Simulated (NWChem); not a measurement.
System: SiH2O2BrF; SMILES O[Si](O)(F)Br

The following NWChem deck was run.

```
start job
memory heap 200 mb stack 900 mb global 1100 mb
geometry units angstroms noautosym nocenter noautoz
  O      1.543510     1.234728     0.485673
  Si     0.029813     0.783774     0.015323
  O     -0.290270     1.472434    -1.456283
  F     -1.099928     1.274337     1.082113
  Br    -0.049499    -1.424959    -0.002328
  H      1.791585     2.139380     0.222285
  H     -1.195406     1.364488    -1.797262
end
basis spherical
  * library cc-pvtz
end
dft
  xc xpbe96 cpbe96
  iterations 150
  semidirect filesize 400000000
end
property
  efieldgrad
end
task dft property
```

Output (shortened):

```
             Northwest Computational Chemistry Package (NWChem) 7.3.0
             --------------------------------------------------------

                             Geometry "geometry" -> ""
                             -------------------------

 Output coordinates in angstroms (scale by  1.889725989 to convert to a.u.)

  No.       Tag          Charge          X              Y              Z
 ---- ---------------- ---------- -------------- -------------- --------------
    1 O                    8.0000     1.54351000     1.23472800     0.48567300
    2 Si                  14.0000     0.02981300     0.78377400     0.01532300
    3 O                    8.0000    -0.29027000     1.47243400    -1.45628300
    4 F                    9.0000    -1.09992800     1.27433700     1.08211300
    5 Br                  35.0000    -0.04949900    -1.42495900    -0.00232800
    6 H                    1.0000     1.79158500     2.13938000     0.22228500
    7 H                    1.0000    -1.19540600     1.36448800    -1.79726200

 Effective nuclear repulsion energy (a.u.)     448.8372612973

  pbe96 is a nonlocal functional; adding pw91lda local functional.
                              NWChem Property Module
                              ----------------------

  itol2e modified to match energy
  convergence criterion.

                                 NWChem DFT Module
                                 -----------------

 Summary of "ao basis" -> "ao basis" (spherical)
 ------------------------------------------------------------------------------
       Tag                 Description            Shells   Functions and Types
 ---------------- ------------------------------  ------  ---------------------
 O                          cc-pvtz                 10       30   4s3p2d1f
 Si                         cc-pvtz                 12       34   5s4p2d1f
 F                          cc-pvtz                 10       30   4s3p2d1f
 Br                         cc-pvtz                 15       43   6s5p3d1f
 H                          cc-pvtz                  6       14   3s2p1d

  itol2e modified to match energy
  convergence criterion.

            General Information
            -------------------
          SCF calculation type: DFT
          Wavefunction type:  closed shell.
          No. of atoms     :     7
          No. of electrons :    76
           Alpha electrons :    38
            Beta electrons :    38
          Charge           :     0
          Spin multiplicity:     1
          Use of symmetry is: off; symmetry adaption is: off
          Maximum number of iterations: 150
          AO basis - number of functions:   195
                     number of shells:    69
          Convergence on energy requested:  1.00D-07
          Convergence on density requested:  1.00D-05
          Convergence on gradient requested:  5.00D-04

              XC Information
              --------------
          PerdewBurkeErnzerhof Exchange Functional  1.000
            Perdew 1991 LDA Correlation Functional  1.000 local
           PerdewBurkeErnz. Correlation Functional  1.000 non-local

             Grid Information
             ----------------
          Grid used for XC integration:  fine
          Radial quadrature: Mura-Knowles
          Angular quadrature: Lebedev.
          Tag              B.-S. Rad. Rad. Pts. Rad. Cut. Ang. Pts.
          ---              ---------- --------- --------- ---------
          O                   0.60       70          11.0       590
          Si                  1.10      123           9.0       770
          F                   0.50       70          10.0       590
          Br                  1.15      140          12.0       974
          H                   0.35       60          12.0       590
          Grid pruning is: on
          Number of quadrature shells:   593
          Spatial weights used:  Erf1

      Superposition of Atomic Density Guess
      -------------------------------------

 Sum of atomic energies:       -3111.25980266

      Non-variational initial energy
      ------------------------------

 Total energy =   -3112.458762
 1-e energy   =   -5224.180340
 2-e energy   =    1662.884316
 HOMO         =      -0.413212
 LUMO         =       0.008732

------------------------------------------------------------
EAF file 0: "./job.aoints.0" size=511180800 bytes
------------------------------------------------------------
               write      read    awrite     aread      wait
               -----      ----    ------     -----      ----
     calls:      975         0         0         0         0
   data(b): 5.11e+08  0.00e+00  0.00e+00  0.00e+00
   time(s): 0.00e+00  0.00e+00  0.00e+00  0.00e+00  0.00e+00
rate(mb/s): 0.00e+00  0.00e+00
------------------------------------------------------------

   convergence    iter        energy       DeltaE   RMS-Dens  Diis-err
 ---------------- ----- ----------------- --------- --------- ---------
 d= 0,ls=0.0,diis     1  -3114.5835020177 -3.56D+03  6.34D-03  1.94D+00
 d= 0,ls=0.0,diis     2  -3114.3620337372  2.21D-01  3.88D-03  4.29D+00
 d= 0,ls=0.0,diis     3  -3114.7210194659 -3.59D-01  7.96D-04  1.89D-01
 d= 0,ls=0.0,diis     4  -3114.7332567213 -1.22D-02  3.94D-04  1.38D-02
 d= 0,ls=0.0,diis     5  -3114.7343148891 -1.06D-03  1.37D-04  2.45D-03
  Resetting Diis
 d= 0,ls=0.0,diis     6  -3114.7346518495 -3.37D-04  1.53D-05  3.60D-05
 d= 0,ls=0.0,diis     7  -3114.7346538379 -1.99D-06  2.12D-05  1.65D-05
 d= 0,ls=0.0,diis     8  -3114.7346487659  5.07D-06  1.42D-05  7.70D-05
 d= 0,ls=0.0,diis     9  -3114.7346552518 -6.49D-06  1.25D-06  1.74D-07
 d= 0,ls=0.0,diis    10  -3114.7346552737 -2.19D-08  2.90D-07  1.06D-08

         Total DFT energy =    -3114.734655273723
      One electron energy =    -5226.420027788668
           Coulomb energy =     1802.788095699002
    Exchange-Corr. energy =     -139.939984481359
 Nuclear repulsion energy =      448.837261297302

 Numeric. integr. density =       75.999999638339

                       DFT Final Molecular Orbital Analysis
                       ------------------------------------

 Vector   36  Occ=2.000000D+00  E=-3.031679D-01
              MO Center=  6.7D-01,  1.1D+00, -1.6D-01, r^2= 2.9D+00
   Bfn.  Coefficient  Atom+Function         Bfn.  Coefficient  Atom+Function
  ----- ------------  ---------------      ----- ------------  ---------------
    10      0.258526  1 O  pz                 7      0.218169  1 O  pz
    13      0.208297  1 O  pz                73     -0.152168  3 O  py
     8     -0.149368  1 O  px                74     -0.147439  3 O  pz
    70     -0.128432  3 O  py                76     -0.128563  3 O  py
     5     -0.127712  1 O  px                77     -0.126361  3 O  pz

 Vector   37  Occ=2.000000D+00  E=-2.764387D-01
              MO Center=  1.3D-03, -1.0D+00, -3.5D-02, r^2= 2.5D+00
   Bfn.  Coefficient  Atom+Function         Bfn.  Coefficient  Atom+Function
  ----- ------------  ---------------      ----- ------------  ---------------
   137      0.483666  5 Br px               143      0.272862  5 Br px
   140      0.262292  5 Br px               139      0.196721  5 Br pz
   145      0.108391  5 Br pz               142      0.105876  5 Br pz
    73     -0.103142  3 O  py                70     -0.087974  3 O  py
    76     -0.085615  3 O  py                 9      0.070614  1 O  py

 Vector   38  Occ=2.000000D+00  E=-2.731134D-01
              MO Center= -5.2D-02, -9.9D-01, -7.6D-02, r^2= 2.6D+00
   Bfn.  Coefficient  Atom+Function         Bfn.  Coefficient  Atom+Function
  ----- ------------  ---------------      ----- ------------  ---------------
   139      0.478777  5 Br pz               145      0.267908  5 Br pz
   142      0.258684  5 Br pz               137     -0.209592  5 Br px
    73     -0.126117  3 O  py               143     -0.117326  5 Br px
   140     -0.113618  5 Br px                70     -0.107551  3 O  py
    76     -0.105507  3 O  py               103      0.079698  4 F  py

 Vector   39  Occ=0.000000D+00  E=-3.792702D-02
              MO Center=  8.6D-02,  6.2D-01, -2.8D-01, r^2= 5.9D+00
   Bfn.  Coefficient  Atom+Function         Bfn.  Coefficient  Atom+Function
  ----- ------------  ---------------      ----- ------------  ---------------
    35      0.731820  2 Si s                170      0.549188  6 H  s
    68     -0.468165  3 O  s                184      0.467357  7 H  s
   144     -0.464948  5 Br py                 4     -0.456238  1 O  s
    33      0.352677  2 Si s                130     -0.279940  5 Br s
    46     -0.227119  2 Si py               138     -0.212725  5 Br py

[...]

          -----------------------
          Electric field gradient
          -----------------------

 1 a.u. = 0.324123 10**(16) esu/cm**3  ( or statvolts/cm**2 ) = 0.97174 10**(22) v/m**2

 ------------------------------------------------------------
   Atom      X         Y         Z
 ------------------------------------------------------------
    1 O    2.91681   2.33330   0.91779
 ------------------------------------------------------------

 Electric field gradient in molecular frame (a.u.)
         XX             YY             ZZ             XY             XZ             YZ
 ------------------------------------------------------------------------------------------
       -0.056107      -0.818616       0.874723      -0.802023      -0.164938       0.430077

 Principal components (a.u.) and orientation
 of principal axis w.r.t. absolute frame                      Asymmetry parameter eta
 --------------------------------------------------------------------------------------
       -1.360523       1.111950       0.248573                       0.634593

        0.507910      -0.357625       0.783666
        0.852076       0.342143      -0.396111
       -0.126467       0.868932       0.478502

 ------------------------------------------------------------
   Atom      X         Y         Z
 ------------------------------------------------------------
    2 Si   0.05634   1.48112   0.02896
 ------------------------------------------------------------

 Electric field gradient in molecular frame (a.u.)
         XX             YY             ZZ             XY             XZ             YZ
 ------------------------------------------------------------------------------------------
        0.126530      -0.171247       0.044717       0.078696       0.141052      -0.039511

 Principal components (a.u.) and orientation
 of principal axis w.r.t. absolute frame                      Asymmetry parameter eta
 --------------------------------------------------------------------------------------
        0.236458      -0.215096      -0.021363                       0.819311

        0.811217      -0.335233      -0.479110
        0.100762       0.887231      -0.450187
        0.575998       0.316923       0.753515

 ------------------------------------------------------------
   Atom      X         Y         Z
 ------------------------------------------------------------
    3 O   -0.54853   2.78250  -2.75198
 ------------------------------------------------------------

 Electric field gradient in molecular frame (a.u.)
         XX             YY             ZZ             XY             XZ             YZ
 ------------------------------------------------------------------------------------------
       -0.750649       0.801703      -0.051054      -0.155923      -0.870047       0.404687

 Principal components (a.u.) and orientation
 of principal axis w.r.t. absolute frame                      Asymmetry parameter eta
 --------------------------------------------------------------------------------------
       -1.343210       1.114674       0.228536                       0.659717

        0.821608      -0.303836      -0.482333
       -0.047454       0.806727      -0.589015
        0.568075       0.506828       0.648395

 ------------------------------------------------------------
   Atom      X         Y         Z
 ------------------------------------------------------------
    4 F   -2.07856   2.40815   2.04490
 ------------------------------------------------------------

 Electric field gradient in molecular frame (a.u.)
         XX             YY             ZZ             XY             XZ             YZ
 ------------------------------------------------------------------------------------------
       -0.269804       0.412329      -0.142525       0.398011       0.791046      -0.400984

 Principal components (a.u.) and orientation
 of principal axis w.r.t. absolute frame                      Asymmetry parameter eta
 --------------------------------------------------------------------------------------
       -1.197687       0.624838       0.572850                       0.043407

        0.690390      -0.155232       0.706586
       -0.330896       0.800793       0.499239
       -0.643327      -0.578476       0.501494

 ------------------------------------------------------------
   Atom      X         Y         Z
 ------------------------------------------------------------
    5 Br  -0.09354  -2.69278  -0.00440
 ------------------------------------------------------------

 Electric field gradient in molecular frame (a.u.)
         XX             YY             ZZ             XY             XZ             YZ
 ------------------------------------------------------------------------------------------
        2.176872      -4.358476       2.181604      -0.220585      -0.113197      -0.073471

 Principal components (a.u.) and orientation
 of principal axis w.r.t. absolute frame                      Asymmetry parameter eta
 --------------------------------------------------------------------------------------
       -4.366825       2.294065       2.072760                       0.050679

        0.033892       0.709839       0.703548
        0.999356      -0.015760      -0.032241
        0.011798      -0.704188       0.709916

 ------------------------------------------------------------
   Atom      X         Y         Z
 ------------------------------------------------------------
    6 H    3.38560   4.04284   0.42006
 ------------------------------------------------------------

 Electric field gradient in molecular frame (a.u.)
         XX             YY             ZZ             XY             XZ             YZ
 ------------------------------------------------------------------------------------------
        0.164778      -0.348020       0.183243      -0.166784       0.038499       0.166349

 Principal components (a.u.) and orientation
 of principal axis w.r.t. absolute frame                      Asymmetry parameter eta
 --------------------------------------------------------------------------------------
       -0.443825       0.234530       0.209295                       0.056857

        0.270444      -0.358946       0.893319
        0.926305       0.349857      -0.139853
       -0.262334       0.865308       0.427110

 ------------------------------------------------------------
   Atom      X         Y         Z
 ------------------------------------------------------------
    7 H   -2.25899   2.57851  -3.39633
 ------------------------------------------------------------

 Electric field gradient in molecular frame (a.u.)
         XX             YY             ZZ             XY             XZ             YZ
 ------------------------------------------------------------------------------------------
       -0.350617       0.220489       0.130128      -0.068489      -0.224478      -0.014513

 Principal components (a.u.) and orientation
 of principal axis w.r.t. absolute frame                      Asymmetry parameter eta
 --------------------------------------------------------------------------------------
       -0.446286       0.235547       0.210739                       0.055589

        0.925994      -0.285298      -0.247267
        0.103021       0.821032      -0.561509
        0.363212       0.494480       0.789662
```

Level: PBE/cc-pVTZ. Geometry: optimised at PBE-D3(BJ)/def2-SVP. NWChem prints the field gradient with the sign opposite to the second derivative of the potential.
